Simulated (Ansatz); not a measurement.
```yaml
crystal:
  periodic: [false, false, false]
  atoms:
    - {symbol: C, position_ang: [-2.751607, 1.546383, -0.221622]}
    - {symbol: O, position_ang: [-1.725760, 0.632045, -0.053818]}
    - {symbol: Y, position_ang: [-0.111568, -0.582754, 0.155273]}
    - {symbol: N, position_ang: [-0.493517, -2.637111, 0.680857]}
    - {symbol: O, position_ang: [1.828391, -0.036149, -0.094897]}
    - {symbol: C, position_ang: [3.121014, 0.420918, -0.286206]}
    - {symbol: H, position_ang: [-3.464885, 1.504908, 0.612618]}
    - {symbol: H, position_ang: [-3.315905, 1.349275, -1.143120]}
    - {symbol: H, position_ang: [-2.373115, 2.576163, -0.281637]}
    - {symbol: H, position_ang: [-1.396972, -3.067751, 0.838335]}
    - {symbol: H, position_ang: [0.194004, -3.367938, 0.821390]}
    - {symbol: H, position_ang: [3.299028, 0.696775, -1.334491]}
    - {symbol: H, position_ang: [3.861618, -0.344522, -0.017553]}
    - {symbol: H, position_ang: [3.329275, 1.309757, 0.324882]}
basis:
  gaussian: {orbitals: def2-mTZVP, fitting: {mean_field: cc-pVTZ-jkfit}}
total_charge: 1
magnetization: {spin_polarized: true, initial_magnetization: 1}
hamiltonian: {xc: {name: CAM-B3LYP}}
accuracy: high
output: {forces: true}
```

```sh
$ ansatz run in.yaml --threads 4 --pin off --events-out ev --progress --plain --max-ram 11315MiB
```

(1) How does Ansatz answer? (Estimate.)

## Answers

(1) Ansatz gave: The program refused the input.
```
Functional definition: CAM-B3LYP
Error: <dir> the basis set cc-pVTZ-JKFIT has no functions for Y
```
